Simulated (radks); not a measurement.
The rubidium ion Rb34+, 3 electrons, occupied as [He] 2s1 (the NIST ground configuration).

Calculated with a radial shooting solver on a logarithmic mesh with Libxc functionals: Dirac Kohn-Sham, exchange-only PBE, spin-unpolarised, spherical densities, finite nucleus; Fermi nuclear charge, rms radius 4.2036 fm.

Energy parts (eV):
total: -41655.086
kinetic: 43286.422
electron-nucleus: -85998.965
Hartree: 1776.908
exchange: -719.451

Orbitals (lengths in bohr, moments of r in powers of bohr; <r^-3> diverges for s and p1/2; r(90%) holds 90 % of the orbital's charge):
| orbital | occ. | eigenvalue (eV) | r(90%) | <r^-3> | <1/r> | <r^2> |
|---|---|---|---|---|---|---|
| 1s1/2 | 2 | -17892.12 | 0.0715 | - | 38.05 | 0.002155 |
| 2s1/2 | 1 | -4289.329 | 0.250 | - | 9.319 | 0.03134 |

The highest occupied level is 2s1/2 at -4289.3 eV. For comparison, the ionisation energy in NIST's Atomic Spectra Database is 4356.9 eV (theoretical). In exact Kohn-Sham theory the highest level is minus the ionisation energy, but local and semilocal functionals leave it too shallow, through self-interaction and a potential that decays too fast; potentials with the right tail come closer.

Beside tabulated values, note that spin-unpolarised runs miss the spin-polarisation part of the exchange energy of open shells.
